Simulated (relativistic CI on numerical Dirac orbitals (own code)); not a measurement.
**Hyperfine structure of Tm66+, mass number 169**

Calculated at this level of theory: Dirac-Coulomb-Breit CI, separate exchange-only KLI orbitals for each configuration, a model potential for QED, unscaled Slater integrals (own radial code, finite nucleus).

Configuration list (outside the closed core 1s2): 2s, 2p, 3s, 3p, 3d, 4s, 4p, 4d, 4f, 5s, 5p, 5d, 5f, 5g. Levels of other configurations are missing.

Nuclear spin I = 1/2, μ = -0.231 μN (tables of Stone and Pyykkö). The electronic factors are computed for point nuclear moments, without core polarisation or the Bohr-Weisskopf and QED corrections.

| Level | E (10³ cm⁻¹) | A (GHz) |
| --- | --- | --- |
| 2s ²S1/2 | 0.0 | -8251 |
| 2p ²P°1/2 | 1395.6 | -2669 |
| 2p ²P°3/2 | 10240.6 | -323.9 |
| 3s ²S1/2 | 76631.3 | -2452 |
| 3p ²P°1/2 | 77010.2 | -820.9 |
| 3p ²P°3/2 | 79645.4 | -100.1 |
| 3d ²D3/2 | 79741.9 | -58 |
| 3d ²D5/2 | 80501.7 | -23.17 |

Levels with J = 0, under 50 % of one LS term, or S terms without an open s electron are left out. Small factors come from cancelling terms and can be off by tens of per cent or more.

At this charge energies of transitions that change n are usually good to better than 1 %, and those within a shell (Δn = 0) to a few per cent.

Problem. Give the hyperfine levels of 2s ²S1/2 relative to its centre of gravity.

Solution. With K = F(F + 1) − I(I + 1) − J(J + 1), E = AK/2: F = 0: 6188, F = 1: -2063 GHz.
